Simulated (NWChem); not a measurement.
MgHSF; SMILES [F][Mg][SH]

```xyz
4

Mg     0.0229    -0.6195     0.0000
F      0.0112    -2.3577     0.0000
S      0.0574     1.6800     0.0000
H     -1.2940     1.7736     0.0000
```
Atoms are numbered in this order, from 1.

All runs: NWChem. Pople sets run with spherical d functions. Medium grid unless said otherwise, to which SCAN and Minnesota functionals are sensitive. Structure relaxed at the B3LYP/6-31G* (spherical d) level.

For level M06-L/6-31G*:

- highest occupied level (eV) = -6.17
- orbital gap (eV) = 5.07

Q: What are these values for level B3PW91/6-31G*?

A: 
| Quantity | Result |
|---|---|
| highest occupied level (eV) | -7.03 |
| orbital gap (eV) | 5.47 |
